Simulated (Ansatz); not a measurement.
Stepwise reaction of `BN[SiH](F)F` with hydrogen, as a gas-phase model of exchange steps in deposition or etching. ΔE in kJ/mol; ΔG adds harmonic PBE0-D4 terms to CCSD(T)/CBS, at 1 bar.

Gas-phase electronic energies from Ansatz, PBE0-D4/def2-TZVP geometries. CCSD(T)/CBS adds triple-zeta CCSD(T) − MP2 to the extrapolated MP2 energy (def2 sets, frozen cores). This one scheme is used for every species. DFT in def2-TZVPP. B3LYP here is the variant with VWN-RPA as its local correlation; programs differ in this. Each species was taken in one conformer, which may not be the lowest.

```csv
step,reaction,PBE-D4,B3LYP-D4,ωB97M-V,CCSD(T)/CBS,ΔG(600 K)
1,`BN[SiH](F)F` + H₂ → `BN[SiH2]F` + H–F,132.2,140.4,141.3,137.9,137.8
```

Task: Give the row of step 2, `BN[SiH2]F` + H₂ → `BN[SiH3]` + H–F. (Best estimate.)

Result: The calculation gave: 
| step | reaction | PBE-D4 | B3LYP-D4 | ωB97M-V | CCSD(T)/CBS | ΔG(600 K) |
| --- | --- | --- | --- | --- | --- | --- |
| 2 | `BN[SiH2]F` + H₂ → `BN[SiH3]` + H–F | 121.9 | 131.1 | 131.8 | 128.8 | 123.3 |

Task: By hand: ΔE of the 2 steps together at CCSD(T)/CBS.

Result: (137.9) + (128.8) = 266.7 kJ/mol, or 133.4 kJ/mol a step.

In ΔE each step is lower than the one before. All are uphill at CCSD(T)/CBS. ΔG lies between 123.3 and 137.8 kJ/mol a step. PBE-D4 differs from CCSD(T)/CBS by -6.9 to -5.7 kJ/mol a step. Isolated molecules leave out the surface, adducts and barriers. Largest T1 diagnostic: 0.012.
